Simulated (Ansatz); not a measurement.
Consider the atomization: `[GeH3][TeH]` → Ge• + 4 H• + Te•.

Isolated molecules relaxed with PBE0-D4/def2-TZVP in Ansatz; ΔE leaves out vibrations. CCSD(T)/CBS is the MP2 limit (def2-TZVPP, def2-QZVPP) plus CCSD(T) − MP2 in def2-TZVPP, frozen cores. This one scheme is used for every species, atoms too. Functionals use def2-TZVPP. B3LYP here is the variant with VWN-RPA as its local correlation; programs differ in this. Open shells (•) are unrestricted, without spin–orbit coupling. Spin–orbit coupling would lower the free atoms: clearly for Ge; strongly for Te. Elements past krypton have def2 core potentials. For Ge, Te outer-core shells are correlated without core-valence functions, so the limit isn't a true one: a few kJ/mol of doubt a bond, and 10 to 20 or more in all where bonds break to atoms. Scalar relativity is left out up to krypton.

```tsv
level	ΔE (kJ/mol)
B3LYP-D4	1422.2
r2SCAN	1424.0
```

**Question.** What does CCSD(T)/CBS give? (Best estimate.)

**Answer.** Computed: +1449.8 kJ/mol. The listed levels differ from it by -27.6, -25.8 kJ/mol.

Largest T1 diagnostic among the species: 0.011.

The D4 term adds +18.3 kJ/mol with B3LYP and +9.4 kJ/mol with PBE0; it sums over pairs of atoms, weighted by their polarisabilities, and B3LYP, whose exchange is more repulsive, gets the larger term. From PBE to PBE0 (25 % exact exchange), in def2-TZVPP and without D4, ΔE moves by −6.4 kJ/mol: exact exchange takes away binding that semilocal exchange gives to molecules.

For atomizations the MP2-based limit and the directly extrapolated one differ by several kJ/mol either way, and by 10 to 25 for some Ge, Se and Sn compounds, so smaller differences from it don't rank the levels.
